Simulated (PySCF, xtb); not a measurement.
VF₅, SMILES [F][V]([F])([F])([F])[F], multiplicity 1.

Harmonic wavenumbers (cm⁻¹) from GFN2-xTB in xtb at its own minimum, in rising order: 121, 121, 304, 304, 354, 361, 361, 448, 565, 606, 606, 689.

Q: What does ωB97X-D3(BJ)/def2-SVP (PySCF 2.14.0) give at its own minimum? (The exact figures need the calculation; the answer reports its results.)

A: 115, 115, 291, 292, 354, 363, 363, 640, 778, 798, 857, 857. Paired by order, the mean absolute difference is 88 cm⁻¹ and the zero-point energies are 6.9 and 8.3 kcal/mol.
